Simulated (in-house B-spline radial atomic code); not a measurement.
Re⁺. Computed with a B-spline radial atomic code. Model: non-relativistic spherical atom: semilocal Troullier-Martins pseudo-atom, one channel per l, against all electrons, high spin, G0W0 and RPA with empty states to l = 8, local potential for every l without a channel, a model core (radius 0 = none) keeps its share of the functional.

The core holds an angular momentum without a channel of its own, so the local potential lets valence electrons into it.

Without relativity these are model numbers for so heavy an element.

What the tables leave out is listed at the end.

The pseudopotential gives back the lowest level of each angular momentum of its own functional in the configuration it was made in; a second state of the same l is only approximately right. Exact exchange, RPA and GW see the smooth pseudo-orbitals and miss the exchange with the core, for which the functional's share stands in. The column with an uncorrelated core keeps all orbitals and exact exchange, and so separates missing core correlation from pseudisation. Only the three outermost levels and the lowest empty one were computed. RPA here is direct RPA, with no exchange kernel, and its energies carry an (l + 1/2)⁻⁴ tail. A hybrid on a potential with a model core restores only its own semilocal share of the core's exchange.

Command:
```bash
python run_psgw.py task.json out
```
Settings (lengths in bohr, energies in hartree):
```
Z                      75
electrons              74
configuration          [Xe] 4f14 5d5 6s1
generated_in           [Xe] 4f14 5d5 6s1
functional             pbe,pbe
core_shells            11
radius_factor          1.3
core_correction        False
ion_configuration      [Xe] 4f14 5d5
```

Run time, properties included: 120 s on 1 thread of Arm Neoverse N1, on a shared host.

Given: made with PBE; model core radius 0 bohr; local radius 1.739 bohr; mean-field start PBE.

Valence shells of the generating configuration: 5p, 5d, 6s.

Channel: s 3.4, p 1.446, d 1.804 (radii in bohr).

Computed: largest level miss in the spin-unpolarised generating configuration 0 eV; valence RPA correlation energy all-electron orbitals -0.56094 hartree; valence RPA correlation energy pseudo -0.73245 hartree; all-electron RPA polarisability, core included 29.493 bohr³; pseudo-atom RPA polarisability 29.171 bohr³; ionisation by mean-field all-electron 15.06 eV; ionisation by mean-field pseudo minus all 0.055 eV.

```csv
level,occupied,mean-field all-electron (eV),mean-field pseudo minus all (eV),G0W0 all-electron (eV),G0W0 uncorrelated core minus all (eV),G0W0 pseudo minus all (eV),exchange self-energy all-electron (eV),exchange self-energy pseudo (eV)
6s up,1,-11.741,-0.028,-15.391,0.074,-1.113,-12.298,-12.873
5d up,1,-15.189,-0.041,-20.382,0.088,0.554,-28.568,-23.379
5d down (empty),0,-11.546,0.402,-7.8731,0.233,0.756,-10.975,-5.4009
```

Task: What is the ionisation by RPA pseudo minus all?

Result: 1.385 eV.

Task: What is the ionisation by RPA all-electron?

Result: 15.283 eV.

Given: mean-field start PBE0.

Computed: valence RPA correlation energy all-electron orbitals -0.52714 hartree; valence RPA correlation energy pseudo -0.69309 hartree; all-electron RPA polarisability, core included 25.969 bohr³; pseudo-atom RPA polarisability 23.442 bohr³; ionisation by mean-field all-electron 14.77 eV; ionisation by RPA pseudo minus all 1.558 eV.

```json
{"level": "6s up", "occupied": "1", "mean-field all-electron (eV)": "-12.367", "mean-field pseudo minus all (eV)": "-0.536", "G0W0 all-electron (eV)": "-15.276", "G0W0 uncorrelated core minus all (eV)": "0.076", "G0W0 pseudo minus all (eV)": "-1.389", "exchange self-energy all-electron (eV)": "-12.136", "exchange self-energy pseudo (eV)": "-13.622"}
{"level": "5d up", "occupied": "?", "mean-field all-electron (eV)": "?", "mean-field pseudo minus all (eV)": "?", "G0W0 all-electron (eV)": "?", "G0W0 uncorrelated core minus all (eV)": "?", "G0W0 pseudo minus all (eV)": "?", "exchange self-energy all-electron (eV)": "?", "exchange self-energy pseudo (eV)": "?"}
{"level": "5p down", "occupied": "1", "mean-field all-electron (eV)": "-51.592", "mean-field pseudo minus all (eV)": "1.367", "G0W0 all-electron (eV)": "-55.773", "G0W0 uncorrelated core minus all (eV)": "-0.125", "G0W0 pseudo minus all (eV)": "2.552", "exchange self-energy all-electron (eV)": "-38.255", "exchange self-energy pseudo (eV)": "-23.914"}
{"level": "5d down (empty)", "occupied": "0", "mean-field all-electron (eV)": "-9.8332", "mean-field pseudo minus all (eV)": "0.534", "G0W0 all-electron (eV)": "-7.344", "G0W0 uncorrelated core minus all (eV)": "0.238", "G0W0 pseudo minus all (eV)": "0.781", "exchange self-energy all-electron (eV)": "-10.372", "exchange self-energy pseudo (eV)": "-5.1438"}
```

Task: What belongs in the row 5d up?

Result: occupied: 1; mean-field all-electron (eV): -16.839; mean-field pseudo minus all (eV): 0.214; G0W0 all-electron (eV): -20.707; G0W0 uncorrelated core minus all (eV): 0.101; G0W0 pseudo minus all (eV): 0.628; exchange self-energy all-electron (eV): -28.787; exchange self-energy pseudo (eV): -23.504.

Task: What is the ionisation by RPA all-electron?

Result: 15.142 eV.

Task: What is the ionisation by mean-field pseudo minus all?

Result: 0.634 eV.

Given: mean-field start Hartree-Fock.

Computed: valence RPA correlation energy pseudo -0.59876 hartree; pseudo-atom RPA polarisability 14.308 bohr³; ionisation by mean-field all-electron 13.658 eV; ionisation by mean-field pseudo minus all 2.665 eV; ionisation by RPA all-electron 14.824 eV; ionisation by RPA pseudo minus all 1.744 eV.

```tsv
level	occupied	mean-field all-electron (eV)	mean-field pseudo minus all (eV)	G0W0 all-electron (eV)	G0W0 uncorrelated core minus all (eV)	G0W0 pseudo minus all (eV)	exchange self-energy all-electron (eV)	exchange self-energy pseudo (eV)
6s up	1	-13.844	-2.821	-14.994	0.074	-1.87	-11.448	-16.138
5d up	1	-21.14	0.969	-21.25	0.117	0.946	-29.034	-23.683
5p down	?	?	?	?	?	?	?	?
6s down (empty)	0	-5.1958	-0.253	-6.4098	0.037	-0.046	-0.8819	-1.0057
```

Task: What belongs in the row 5p down?

Result: occupied: 1; mean-field all-electron (eV): -56.919; mean-field pseudo minus all (eV): 4.071; G0W0 all-electron (eV): -56.581; G0W0 uncorrelated core minus all (eV): -0.053; G0W0 pseudo minus all (eV): 3.145; exchange self-energy all-electron (eV): -37.842; exchange self-energy pseudo (eV): -23.82.

Task: What is the valence RPA correlation energy all-electron orbitals?

Result: -0.44959 hartree.

Task: What is the all-electron RPA polarisability, core included?

Result: 20.617 bohr³.

Among the listed levels the largest G0W0 shift of the pseudo-atom is +3.15 eV, for 5p down on the Hartree-Fock start, while leaving the core uncorrelated moves that level by -0.05 eV. So pseudisation and the lost core exchange, not the missing core correlation, make the error. Not in the tables (levels of low weight, unsolved or above zero; the highest and the empty levels are kept at any weight): on PBE the G0W0 levels 5p down (pseudo minus all +2.26 eV, weights 0.79 and 0.72).
